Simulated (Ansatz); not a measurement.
Input file for Ansatz (an electronic-structure program): R-B3LYP-D3(BJ)/def2-TZVP on C3H9Ga (SMILES [CH3][Ga]([CH3])[CH3]).

Ansatz 0.2 input:
```yaml
crystal:
  periodic: [false, false, false]
  atoms:
    - {symbol: Ga, position_ang: [0.00000000, 0.00010000, 0.00630000]}
    - {symbol: C, position_ang: [2.04720000, 0.00550000, 0.00000000]}
    - {symbol: H, position_ang: [2.44770000, 1.02240000, 0.02250000]}
    - {symbol: H, position_ang: [2.44110000, -0.53240000, 0.86740000]}
    - {symbol: H, position_ang: [2.43940000, -0.49200000, -0.89200000]}
    - {symbol: C, position_ang: [-1.02840000, 1.77020000, 0.00000000]}
    - {symbol: H, position_ang: [-0.79380000, 2.35860000, -0.89200000]}
    - {symbol: H, position_ang: [-2.10940000, 1.60840000, 0.02250000]}
    - {symbol: H, position_ang: [-0.75970000, 2.38030000, 0.86740000]}
    - {symbol: C, position_ang: [-1.01870000, -1.77560000, 0.00000000]}
    - {symbol: H, position_ang: [-1.68150000, -1.84800000, 0.86740000]}
    - {symbol: H, position_ang: [-1.64560000, -1.86670000, -0.89200000]}
    - {symbol: H, position_ang: [-0.33810000, -2.63080000, 0.02250000]}
basis:
  gaussian:
    orbitals: def2-TZVP
hamiltonian:
  xc: b3lyp
  dispersion: d3bj
relax: {f_tol: 0.004, max_steps: 120}
scf: {lower_state_search: off}
```

The log:

```
WARN ansatz: RAYON_NUM_THREADS=4 ignored (pool sized by the plan → 4); use --threads N
Functional definition: B3LYP
these checks for a lower state are left out or cut short: stability, starts, cluster_reference, orbital_swaps, neighbouring_geometries, increment
integrals: 0.12 GiB planned
1339 factors; their error is unknown
mean field: 1.08 GiB planned
mean field evaluation 1: about -55619.5378 eV, gradient 9.5e1 eV
mean field evaluation 2: about -55607.5382 eV, gradient 1.1e2 eV
mean field evaluation 4: about -55638.9169 eV, gradient 6.4e0 eV
mean field evaluation 8: about -55638.9734 eV, gradient 1.0e-1 eV
mean field evaluation 16: about -55639.1015 eV, gradient 2.7e-3 eV
mean field -55639.10145229 eV, -2044.6992648340 hartree, gradient 4.0e-6 eV, S^2 0.000000; 0 other end points of the search recorded, 0 dependent functions left out
the calculation of the forces begins
reference -55639.10176118 eV, -2044.6992761858 hartree; 29, 29 occupied and 166, 166 virtual orbitals, 1339 factors
relax step   1: F+E_penalty+E_count = -55639.46755143 eV  Δ(F+E_penalty+E_count) = +0.000e0 eV  max|allowed force component| = 4.701e-1 eV/Å  Δτ_max = 0.0000 Å  (17 SCF iters, accepted)
these checks for a lower state are left out or cut short: stability, starts, cluster_reference, orbital_swaps, neighbouring_geometries, increment
integrals: 0.12 GiB planned
1339 factors; their error is unknown
mean field: 1.09 GiB planned
mean field -55639.16119618 eV, -2044.7014603815 hartree, gradient 6.3e-7 eV, S^2 0.000000; 0 other end points of the search recorded, 0 dependent functions left out
the calculation of the forces begins
reference -55639.16150191 eV, -2044.7014716169 hartree; 29, 29 occupied and 166, 166 virtual orbitals, 1339 factors
relax step   2: F+E_penalty+E_count = -55639.53485400 eV  Δ(F+E_penalty+E_count) = -6.730e-2 eV  max|allowed force component| = 2.222e-1 eV/Å  Δτ_max = 0.0639 Å  (19 SCF iters, accepted)
these checks for a lower state are left out or cut short: stability, starts, cluster_reference, orbital_swaps, neighbouring_geometries, increment
integrals: 0.12 GiB planned
1339 factors; their error is unknown
mean field: 1.09 GiB planned
mean field evaluation 32: about -55639.1596 eV, gradient 2.6e-3 eV
mean field -55639.15960491 eV, -2044.7014019035 hartree, gradient 6.5e-7 eV, S^2 0.000000; 0 other end points of the search recorded, 0 dependent functions left out
the calculation of the forces begins
reference -55639.15991089 eV, -2044.7014131481 hartree; 29, 29 occupied and 166, 166 virtual orbitals, 1339 factors
relax step   3: F+E_penalty+E_count = -55639.53497673 eV  Δ(F+E_penalty+E_count) = -1.227e-4 eV  max|allowed force component| = 3.050e-1 eV/Å  Δτ_max = 0.0220 Å  (19 SCF iters, accepted)
these checks for a lower state are left out or cut short: stability, starts, cluster_reference, orbital_swaps, neighbouring_geometries, increment
integrals: 0.12 GiB planned
1339 factors; their error is unknown
mean field: 1.09 GiB planned
mean field -55639.16502192 eV, -2044.7016009749 hartree, gradient 6.3e-7 eV, S^2 0.000000; 0 other end points of the search recorded, 0 dependent functions left out
the calculation of the forces begins
reference -55639.16532713 eV, -2044.7016121911 hartree; 29, 29 occupied and 166, 166 virtual orbitals, 1339 factors
relax step   4: F+E_penalty+E_count = -55639.54048011 eV  Δ(F+E_penalty+E_count) = -5.503e-3 eV  max|allowed force component| = 7.867e-3 eV/Å  Δτ_max = 0.0117 Å  (20 SCF iters, accepted)
these checks for a lower state are left out or cut short: stability, starts, cluster_reference, orbital_swaps, neighbouring_geometries, increment
integrals: 0.12 GiB planned
1339 factors; their error is unknown
mean field: 1.09 GiB planned
mean field -55639.16492501 eV, -2044.7015974137 hartree, gradient 6.3e-7 eV, S^2 0.000000; 0 other end points of the search recorded, 0 dependent functions left out
the calculation of the forces begins
reference -55639.16523015 eV, -2044.7016086272 hartree; 29, 29 occupied and 166, 166 virtual orbitals, 1339 factors
relax step   5: F+E_penalty+E_count = -55639.54050050 eV  Δ(F+E_penalty+E_count) = -2.038e-5 eV  max|allowed force component| = 5.475e-4 eV/Å  Δτ_max = 0.0022 Å  (21 SCF iters, accepted)
Total energy: -55639.54080563 eV, -2044.7154107718 hartree
Atom 0 at     0.000054     0.000001     0.003068 Å, force     0.000000    -0.000040    -0.000112 eV/Å
Atom 1 at     1.988770     0.016790     0.000996 Å, force     0.000024     0.000271    -0.000236 eV/Å
Atom 2 at     2.401072     1.025659     0.018245 Å, force     0.000030    -0.000547    -0.000208 eV/Å
Atom 3 at     2.370635    -0.529750     0.867164 Å, force    -0.000200     0.000126     0.000258 eV/Å
Atom 4 at     2.366077    -0.496570    -0.887417 Å, force    -0.000008     0.000264     0.000223 eV/Å
Atom 5 at    -1.008898     1.713860     0.001004 Å, force    -0.000214    -0.000101    -0.000234 eV/Å
Atom 6 at    -0.753024     2.297282    -0.887434 Å, force    -0.000240    -0.000106     0.000208 eV/Å
Atom 7 at    -2.088748     1.566440     0.018292 Å, force     0.000456     0.000303    -0.000206 eV/Å
Atom 8 at    -0.726504     2.317866     0.867146 Å, force    -0.000022    -0.000205     0.000270 eV/Å
Atom 9 at    -0.979817    -1.730647     0.000988 Å, force     0.000250    -0.000140    -0.000238 eV/Å
Atom 10 at    -1.644115    -1.788040     0.867121 Å, force     0.000199     0.000093     0.000269 eV/Å
Atom 11 at    -1.613009    -1.800722    -0.887458 Å, force     0.000226    -0.000143     0.000211 eV/Å
Atom 12 at    -0.312294    -2.592170     0.018284 Å, force    -0.000501     0.000225    -0.000206 eV/Å
Dipole moment:     0.000026     0.000002    -0.000285 e Å
Checks for a lower state left out: stability, starts, cluster_reference, orbital_swaps, neighbouring_geometries, increment
```

Self-consistency was reached.

Cost: roughly 40 core-seconds.
